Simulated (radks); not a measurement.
Pr31+, configuration [Ar] 3d10. Calculated with a radial shooting solver on a logarithmic mesh with Libxc functionals: scalar-relativistic Kohn-Sham, LDA (Slater exchange, VWN5 correlation), spin-polarised, spherical densities, finite nucleus; Fermi nuclear charge, rms radius 4.8919 fm.

Radial electron density D(r) = 4 pi r^2 rho(r):

| r (bohr) | D(r) (e/bohr) |
|---|---|
| 0.002842 | 15.61 |
| 0.003179 | 18.36 |
| 0.003556 | 21.50 |
| 0.003977 | 25.03 |
| 0.004413 | 28.69 |
| 0.004936 | 33.01 |
| 0.005521 | 37.71 |
| 0.006176 | 42.73 |
| 0.006853 | 47.61 |
| 0.007665 | 52.97 |
| 0.008573 | 58.30 |
| 0.009589 | 63.40 |
| 0.01073 | 68.04 |
| 0.0119 | 71.72 |
| 0.01331 | 74.78 |
| 0.01489 | 76.73 |
| 0.01665 | 77.43 |
| 0.01848 | 76.97 |
| 0.02067 | 75.41 |
| 0.02312 | 73.10 |
| 0.02586 | 70.54 |
| 0.02869 | 68.53 |
| 0.03209 | 67.44 |
| 0.0359 | 68.11 |
| 0.04015 | 70.95 |
| 0.04455 | 75.51 |
| 0.04983 | 82.03 |
| 0.05574 | 89.17 |
| 0.06234 | 95.49 |
| 0.06917 | 99.28 |
| 0.07737 | 99.99 |
| 0.08654 | 96.81 |
| 0.0968 | 90.37 |
| 0.1083 | 82.40 |
| 0.1201 | 75.69 |
| 0.1344 | 71.27 |
| 0.1503 | 70.90 |
| 0.1681 | 74.07 |
| 0.1865 | 78.29 |
| 0.2086 | 81.28 |
| 0.2334 | 79.88 |
| 0.261 | 72.71 |
| 0.2896 | 61.42 |
| 0.324 | 46.43 |
| 0.3624 | 31.39 |
| 0.4053 | 18.79 |
| 0.4497 | 10.36 |
| 0.503 | 4.737 |
| 0.5626 | 1.846 |
| 0.6293 | 0.6032 |
| 0.6983 | 0.1794 |
| 0.781 | 0.03952 |
| 0.8736 | 0.006872 |

D(r) has 3 maxima, at r = 0.0168, 0.0749, 0.214 bohr, and minima at 0.0326, 0.143 bohr, inside which lie 1.96, 11.29 electrons.
